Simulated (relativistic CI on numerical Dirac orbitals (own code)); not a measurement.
# Ligand-field terms of d8

Computed with a parametric ligand-field model of a d^n configuration (Racah B and C, spin-orbit zeta, crystal field), exact diagonalisation.

Field parameters in Wybourne normalisation: D3d B²₀ = −7Dσ, B⁴₀ = −14Dq − 21Dτ, B⁴₃ = −14√(10/7) Dq; Oh B⁴₀ = 21Dq, B⁴₄ = √(5/14) B⁴₀; Td as Oh with Dq negative (B⁴₀ = 21Dq, B⁴₄ = √(5/14) B⁴₀). The field is a parameter set, without covalency.

(1) Ground term and bands for B = 970, C = 4290, ζ = 0 cm⁻¹, Td, 10Dq = -10450 cm⁻¹?

(2) A d8 ion in Oh symmetry has the ground term 3A2 and bands at 1E 10686 cm⁻¹ (936 nm), 3T2 16250 cm⁻¹ (615 nm), 1A1 18964 cm⁻¹ (527 nm), 3T1 22443 cm⁻¹ (446 nm), 1T2 26809 cm⁻¹ (373 nm), 3T1 35457 cm⁻¹ (282 nm). Which parameters reproduce them?

(3) Ground term and bands for B = 400, C = 1690, ζ = 0 cm⁻¹, D3d, 10Dq = 21400, Dσ = 1200, Dτ = 150 cm⁻¹?

(4) Ground term and bands for B = 750, C = 3770, ζ = 0 cm⁻¹, Oh, 10Dq = 3250 cm⁻¹?

(5) Ground term and bands for B = 410, C = 1840, ζ = 0 cm⁻¹, D3d, 10Dq = 15500, Dσ = 740, Dτ = -170 cm⁻¹?

## Answers

(1) Ground term 3T1 with 3.93 electrons in the two orbitals of the cubic e set. Spin-allowed: 3T2 9168 cm⁻¹ (1091 nm), 3A2 19618 cm⁻¹ (510 nm), 3T1 22436 cm⁻¹ (446 nm). Lowest spin-forbidden: 1T2 14958 cm⁻¹ (669 nm), 1E 15477 cm⁻¹ (646 nm), 1T2 26578 cm⁻¹ (376 nm).

(2) B = 610, C = 2970, ζ = 0 cm⁻¹, Oh, 10Dq = 16250 cm⁻¹.

(3) Ground term 3A2 with 2.01 electrons in the two orbitals of the cubic e set. Spin-allowed: 3A1 20592 cm⁻¹ (486 nm), 3E 21962 cm⁻¹ (455 nm), 3A2 25520 cm⁻¹ (392 nm), 3E 27981 cm⁻¹ (357 nm). Lowest spin-forbidden: 1E 6517 cm⁻¹ (1535 nm), 1A1 12321 cm⁻¹ (812 nm), 1A1 26985 cm⁻¹ (371 nm).

(4) Ground term 3A2 with 2.00 electrons in the two orbitals of the cubic e set. Spin-allowed: 3T2 3250 cm⁻¹ (3077 nm), 3T1 5672 cm⁻¹ (1763 nm), 3T1 15328 cm⁻¹ (652 nm). Lowest spin-forbidden: 1E 12705 cm⁻¹ (787 nm), 1T2 15511 cm⁻¹ (645 nm), 1A1 18778 cm⁻¹ (533 nm). With an A2 ground term the first spin-allowed band lies at |10Dq| itself.

(5) Ground term 3A2 with 2.01 electrons in the two orbitals of the cubic e set. Spin-allowed: 3A1 14690 cm⁻¹ (681 nm), 3E 15145 cm⁻¹ (660 nm), 3E 19183 cm⁻¹ (521 nm), 3A2 19808 cm⁻¹ (505 nm). Lowest spin-forbidden: 1E 6852 cm⁻¹ (1459 nm), 1A1 12548 cm⁻¹ (797 nm), 1A1 21384 cm⁻¹ (468 nm).
